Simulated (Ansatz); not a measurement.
CH5Ge (SMILES [CH2][GeH3]), doublet, at a GFN2-xTB geometry; R2SCAN/cc-pVDZ (Ansatz, a first-principles code).

Here is a job for Ansatz.
Ansatz 0.2 input:
```yaml
crystal:
  periodic: [false, false, false]
  atoms:
    - {symbol: C, position_ang: [1.54512542, -0.15900853, -0.01329604]}
    - {symbol: Ge, position_ang: [-0.33943263, 0.03652490, 0.00223250]}
    - {symbol: H, position_ang: [2.21744828, 0.67692171, -0.08966517]}
    - {symbol: H, position_ang: [2.01989513, -1.12199650, 0.06378165]}
    - {symbol: H, position_ang: [-0.93113477, -0.41924695, 1.30185281]}
    - {symbol: H, position_ang: [-0.73008413, 1.45730988, -0.21528966]}
    - {symbol: H, position_ang: [-0.98503269, -0.80773389, -1.05234335]}
basis:
  gaussian:
    orbitals: cc-pVDZ
    final_grid: {core_spheres: 6, valence_spheres: 12, degree: 29}
hamiltonian:
  xc: r2scan
magnetization: {spin_polarized: true, initial_magnetization: 1}
```

The log (banner, timings and long lists left out):

```
Functional definition: r2SCAN
845 factors; their error is unknown
mean field evaluation 1: about -57629.5053 eV, gradient 2.5e1 eV
mean field evaluation 2: about -57627.0019 eV, gradient 3.1e1 eV
mean field evaluation 4: about -57632.7788 eV, gradient 6.6e-1 eV
mean field evaluation 8: about -57632.7652 eV, gradient 6.4e-2 eV
mean field evaluation 16: about -57632.7652 eV, gradient 2.5e-5 eV
mean field -57632.76522316 eV, -2117.9650570598 hartree, gradient 2.5e-5 eV, S^2 0.757042; 0 other end points of the search recorded, 0 dependent functions left out
reference -57632.76523339 eV, -2117.9650574357 hartree; 22, 21 occupied and 44, 45 virtual orbitals, 845 factors
Total energy: -57632.76523339 eV, -2117.9650574357 hartree
```
